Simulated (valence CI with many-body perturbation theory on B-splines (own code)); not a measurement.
Level structure of Cs41+

Computed by configuration interaction combined with many-body perturbation theory (CI+MBPT): four valence electrons over a frozen Dirac-Fock core [Ne], a basis of 11 s, 11 p, 9 d, 7 f, 5 g, 2 h, 1 i functions for each j, with the one-electron correlation potential Σ1, the two-electron term Σ2, the three-electron term Σ3, Breit, model QED; selected CI, second order for the rest (own B-spline code, finite nucleus).

The last digits are not significant, and no measured levels were compared; by estimate large intervals hold to a few tenths of a per cent, small ones and those within an open d or f shell to about a per cent.

Levels 1 to 45 of 63, with energies above the lowest level, (3s^2 3p1/2^2) J=0. "Leading %" is the weight of the configuration and term that name the level; weights of strongly mixed levels are sums over their largest components and can fall short. In the jj column 3d3/2^4 stands for four electrons in 3d with j = 3/2. Lifetimes count E1, E2, E3, M1 and M2 decay at the calculated energies, and are blank where another channel may lead or the interval is too uncertain; long ones can be off by a factor of two.

| No. | Configuration | Term | J | E (Ry) | Leading % | Lifetime | g | Leading jj |
| --- | --- | --- | --- | --- | --- | --- | --- | --- |
| 1 | 3s²3p² | ³P | 0 | 0.000 | 72 |  |  | 3s^2 3p1/2^2 (98 %) |
| 2 | 3s²3p² | ³P | 1 | 5.948 | 99 | 277 ns | 1.495 | 3s^2 3p1/2 3p3/2 (99 %) |
| 3 | 3s²3p² | ¹D | 2 | 6.430 | 60 | 58.2 μs | 1.188 | 3s^2 3p1/2 3p3/2 (98 %) |
| 4 | 3s²3p² | ³P | 2 | 12.726 | 60 | 153 ns | 1.299 | 3s^2 3p3/2^2 (98 %) |
| 5 | 3s3p³ | ³P° | 2 | 13.664 | 40 | 107 ps | 1.611 | 3s 3p1/2^2 3p3/2 (92 %) |
| 6 | 3s²3p² | ¹S | 0 | 13.775 | 71 | 107 ns |  | 3s^2 3p3/2^2 (97 %) |
| 7 | 3s3p³ | ³D° | 1 | 15.154 | 40 | 8.92 ps | 0.974 | 3s 3p1/2^2 3p3/2 (82 %) |
| 8 | 3s²3p3d | ³F° | 2 | 17.013 | 71 | 552 ps | 0.769 | 3s^2 3p1/2 3d3/2 (97 %) |
| 9 | 3s3p³ | ⁵S° | 2 | 18.573 | 31 | 187 ps | 1.458 | 3s 3p1/2 3p3/2^2 (53 %) |
| 10 | 3s²3p3d | ³D° | 1 | 19.032 | 50 | 1.54 ps | 0.900 | 3s^2 3p1/2 3d3/2 (82 %) |
| 11 | 3s²3p3d | ³F° | 3 | 19.059 | 40 | 59.2 ps | 1.184 | 3s^2 3p1/2 3d5/2 (72 %) |
| 12 | 3s3p³ | ³D° | 2 | 20.295 | 35 | 5.46 ps | 1.287 | 3s^2 3p1/2 3d5/2 (46 %) |
| 13 | 3s3p³ | ³D° | 3 | 20.591 | 68 | 11.7 ps | 1.245 | 3s 3p1/2 3p3/2^2 (68 %) |
| 14 | 3s3p³ | ³P° | 0 | 20.984 | 89 | 11.3 ps |  | 3s 3p1/2 3p3/2^2 (89 %) |
| 15 | 3s3p³ | ³P° | 1 | 21.590 | 42 | 6.51 ps | 1.251 | 3s 3p1/2 3p3/2^2 (81 %) |
| 16 | 3s3p³ | ¹D° | 2 | 21.849 | 54 | 3.94 ps | 1.120 | 3s 3p1/2 3p3/2^2 (68 %) |
| 17 | 3s3p³ | ³S° | 1 | 22.354 | 38 | 2.08 ps | 1.381 | 3s 3p1/2 3p3/2^2 (91 %) |
| 18 | 3s3p²3d | ⁵F | 1 | 24.891 | 52 | 51.6 ps | 0.367 | 3s 3p1/2^2 3d3/2 (93 %) |
| 19 | 3s²3p3d | ³D° | 2 | 24.913 | 40 | 1.51 ps | 1.050 | 3s^2 3p3/2 3d3/2 (74 %) |
| 20 | 3s²3p3d | ³F° | 3 | 24.932 | 32 | 2.48 ps | 1.142 | 3s^2 3p3/2 3d3/2 (82 %) |
| 21 | 3s²3p3d | ³P° | 1 | 24.953 | 48 | 1.85 ps | 1.145 | 3s^2 3p3/2 3d3/2 (84 %) |
| 22 | 3s²3p3d | ³P° | 0 | 25.057 | 88 | 2.12 ps |  | 3s^2 3p3/2 3d3/2 (88 %) |
| 23 | 3s²3p3d | ³F° | 4 | 25.086 | 99 | 330 ns | 1.244 | 3s^2 3p3/2 3d5/2 (99 %) |
| 24 | 3s²3p3d | ³P° | 2 | 25.088 | 39 | 89.2 ps | 1.314 | 3s^2 3p3/2 3d5/2 (76 %) |
| 25 | 3s3p²3d | ⁵F | 2 | 25.189 | 29 | 54.0 ps | 1.180 | 3s 3p1/2^2 3d3/2 (87 %) |
| 26 | 3s3p²3d | ⁵D | 3 | 26.921 | 27 | 16.4 ps | 1.374 | 3s 3p1/2^2 3d5/2 (88 %) |
| 27 | 3s²3p3d | ¹F° | 3 | 26.967 | 51 | 3.75 ps | 1.153 | 3s^2 3p3/2 3d5/2 (86 %) |
| 28 | 3s²3p3d | ¹P° | 1 | 27.244 | 60 | 5.56 ps | 1.136 | 3s^2 3p3/2 3d5/2 (88 %) |
| 29 | 3s3p²3d | ³F | 2 | 27.509 | 22 | 15.8 ps | 1.077 | 3s 3p1/2^2 3d5/2 (74 %) |
| 30 | 3s3p³ | ³P° | 2 | 28.233 | 39 | 2.53 ps | 1.341 | 3s 3p3/2^3 (74 %) |
| 31 | 3p⁴ | ³P | 2 | 29.571 | 25 | 8.88 ps | 1.111 | 3s 3p1/2 3p3/2 3d3/2 (46 %) |
| 32 | 3s3p³ | ¹P° | 1 | 29.599 | 43 | 1.48 ps | 1.168 | 3s 3p3/2^3 (86 %) |
| 33 | 3s3p²3d | ⁵D | 0 | 29.932 | 61 | 29.8 ps |  | 3s 3p1/2 3p3/2 3d3/2 (80 %) |
| 34 | 3s3p²3d | ⁵D | 1 | 30.108 | 57 | 75.8 ps | 1.211 | 3s 3p1/2 3p3/2 3d3/2 (97 %) |
| 35 | 3s3p²3d | ⁵F | 3 | 30.328 | 48 | 55.8 ps | 1.178 | 3s 3p1/2 3p3/2 3d3/2 (89 %) |
| 36 | 3s3p²3d | ⁵F | 2 | 30.374 | 32 | 6.58 ps | 1.195 | 3s 3p1/2 3p3/2 3d3/2 (60 %) |
| 37 | 3p⁴ | ¹S | 0 | 30.591 | 33 | 5.62 ps |  | 3p1/2^2 3p3/2^2 (56 %) |
| 38 | 3s3p²3d | ⁵F | 4 | 31.007 | 47 | 162 ps | 1.231 | 3s 3p1/2 3p3/2 3d3/2 (74 %) |
| 39 | 3s3p²3d | ⁵D | 4 | 31.424 | 53 | 704 ps | 1.393 | 3s 3p1/2 3p3/2 3d5/2 (92 %) |
| 40 | 3s3p²3d | ³F | 2 | 31.785 | 65 | 5.78 ps | 0.900 | 3s 3p1/2 3p3/2 3d3/2 (68 %) |
| 41 | 3s3p²3d | ⁵P | 3 | 31.900 | 44 | 3.42 ps | 1.412 | 3s 3p1/2 3p3/2 3d3/2 (56 %) |
| 42 | 3s3p²3d | ⁵P | 2 | 32.256 | 42 | 2.55 ps | 1.532 | 3s 3p1/2 3p3/2 3d3/2 (75 %) |
| 43 | 3s3p²3d | ⁵P | 1 | 32.328 | 42 | 2.46 ps | 1.868 | 3s 3p1/2 3p3/2 3d3/2 (90 %) |
| 44 | 3s3p²3d | ⁵F | 5 | 32.436 | 55 | 125 ps | 1.303 | 3s 3p1/2 3p3/2 3d5/2 (95 %) |
| 45 | 3s3p²3d | ³P | 2 | 32.491 | 33 | 5.93 ps | 1.271 | 3s 3p1/2 3p3/2 3d5/2 (73 %) |

The ionisation energy to 3s²3p ²P°1/2 of the next ion comes out as 3120.7 eV (NIST: 3118 ± 4 eV (theoretical)). All 63 levels together are meant to be complete up to 36.719 Ry.
